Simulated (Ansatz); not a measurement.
Ansatz results at the PBE0-D4/def2-TZVP geometry: HOMO energy (B3LYP/def2-TZVPP) -7.91 eV; HOMO–LUMO gap (B3LYP/def2-TZVPP) 8.62 eV; HOMO energy (PBE0/def2-TZVPP) -8.07 eV.

Task: Which molecule gave them?
A. `C=CN=O`
B. `O=C(Cl)C(=O)Cl`
C. `[C-]#[N+]c1ccccc1`
D. `C[C@@H]1CCCC[C@H]1C`

Result: D. The others give `C=CN=O`: -6.42, 3.36, -6.65; `O=C(Cl)C(=O)Cl`: -8.63, 4.96, -8.90; `[C-]#[N+]c1ccccc1`: -7.40, 5.86, -7.61.

B3LYP here is the variant with VWN-RPA as its local correlation; programs differ in this.
